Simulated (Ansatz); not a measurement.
The same ligand exchange along the group Sc, Y.

Computed with Ansatz on PBE0-D4/def2-TZVP structures; ΔE is electronic, products minus reactants. CCSD(T)/CBS is the MP2 limit (def2-TZVPP, def2-QZVPP) plus CCSD(T) − MP2 in def2-TZVPP, frozen cores. This one scheme is used for every species. Functionals use def2-TZVPP. B3LYP here is the variant with VWN-RPA as its local correlation; programs differ in this. def2 core potentials past Kr. For Sc, Y outer-core shells are correlated without core-valence functions, which leaves a few kJ/mol of doubt a bond. Scalar relativity is left out up to krypton. Each species was taken in one conformer, which may not be the lowest.

```json
{"reaction": "`[OH][Sc]([F])[F]` + HCl → `[OH][Sc]([F])[Cl]` + H–F", "CCSD(T)/CBS(def2) (kcal/mol)": "0.1"}
{"reaction": "`[OH][Y]([F])[F]` + HCl → `[OH][Y]([F])[Cl]` + H–F", "CCSD(T)/CBS(def2) (kcal/mol)": "?"}
```

Problem. Fill in the missing values. (Estimate.)

Solution. The calculation gave: `[OH][Y]([F])[F]` + HCl → `[OH][Y]([F])[Cl]` + H–F: -2.2 kcal/mol.

Largest T1 diagnostic: 0.017, for `[OH][Sc]([F])[F]`.
